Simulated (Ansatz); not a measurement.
`S[CH2][GeH3]` + `CC#CS` → `CC#C[S][GeH3]` + CH₃SH  (ligand exchange at a Ge–C bond)

Computed with Ansatz on PBE0-D4/def2-TZVP structures; ΔE is electronic, products minus reactants. CBS: MP2 limit from def2 TZ/QZ plus the TZ coupled-cluster correction, frozen cores. This one scheme is used for every species. Functionals use def2-TZVPP. B3LYP here is the variant with VWN-RPA as its local correlation; programs differ in this. For Ge outer-core shells are correlated without core-valence functions, which leaves a few kJ/mol of doubt a bond. Scalar relativity is left out up to krypton. Each species was taken in one conformer, which may not be the lowest.

`S[CH2][GeH3]`:

Cartesian coordinates in Å:
```
S -1.367 1.548 -0.282
C 0.156 0.841 0.390
Ge 0.303 -1.088 0.061
H -1.239 1.079 -1.534
H 0.105 1.011 1.467
H 1.031 1.374 0.014
H 1.654 -1.623 0.573
H 0.207 -1.328 -1.457
H -0.849 -1.814 0.768
```

`CC#CS`:

```xyz
8

C     0.378    1.433    0.146
C     0.008    0.033    0.132
C    -0.297   -1.133    0.112
S    -0.716   -2.756    0.234
H     0.855    1.691    1.095
H    -0.492    2.082    0.018
H     1.091    1.656   -0.653
H    -0.828   -3.004   -1.085
```

`CC#C[S][GeH3]`:

```xyz
11

C     0.909   -2.096    1.154
C     0.873   -0.919    0.311
C     0.847    0.062   -0.393
S     0.868    1.415   -1.389
Ge   -1.235    2.082   -1.010
H     1.682   -2.009    1.922
H    -0.050   -2.235    1.661
H     1.111   -2.997    0.569
H    -2.192    0.968   -1.452
H    -1.396    2.380    0.485
H    -1.417    3.348   -1.858
```

CH₃SH:

Z-matrix (Å, degrees):
```
C
S 1 1.806
H 1 1.089 2 111.5
H 1 1.089 2 111.5 3 -123.8
H 1 1.090 2 106.2 3 118.1
H 2 1.342 1 97.1 3 61.9
```

Is it downhill or uphill in electronic energy at CCSD(T)/CBS, and by how much? (An estimate is asked.)

The calculation gave: Downhill: ΔE = -15.3 kcal/mol.

What do these levels give: PBE-D4, B3LYP-D4, ωB97M-V, PBE0, MP2/def2-QZVPP, HF/CBS(def2)? (Best estimate.)

Ansatz gave: PBE-D4 -16.6, B3LYP-D4 -17.0, ωB97M-V -15.9, PBE0 -16.7, MP2/def2-QZVPP -16.2, HF/CBS(def2) -17.8 kcal/mol.

Largest T1 diagnostic among the species: 0.012.

In def2-TZVPP, CCSD(T) changes the Hartree–Fock value by +2.3 kcal/mol (the triples alone add −0.1 kcal/mol) and MP2 by +1.5 kcal/mol.
